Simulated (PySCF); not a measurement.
The same groups moved round the core (benzothiophene chloro+silyl). Isolated molecules, 0 K electronic values unless said otherwise. Strings in code marks are SMILES.

The brightest of the four lowest singlets (TDA) from two functionals at the same geometries (PBE0-D3(BJ)/def2-SVP), both in PySCF: PBE-D3(BJ)/def2-TZVP and PBE0-D3(BJ)/def2-TZVP. Excitations are Tamm–Dancoff values on a coarser integration grid. The basis has no diffuse functions, so Rydberg states are missing or too high.

```tsv
species	PBE-D3(BJ)/def2-TZVP (eV)	PBE0-D3(BJ)/def2-TZVP (eV)
`[SiH3]c1c(Cl)ccc2ccsc12`	4.94	5.47
`[SiH3]c1cc(Cl)c2ccsc2c1`	4.09	5.62
`s1c2cccc(c2cc1[SiH3])Cl`	4.89	5.51
`c12ccc(Cl)cc1cc([SiH3])s2`	5.05	5.55
`c1sc2c(c1)cc(c([SiH3])c2)Cl`	5.08	5.56
`[SiH3]c1ccc(Cl)c2ccsc12`	5.04	5.66
```

Over these rows, drawn at random from the members with no instability flagged (it was tested for open shells, ions and some series alone), PBE minus PBE0-D3(BJ): mean -0.71 eV, from -1.53 eV to -0.49 eV.
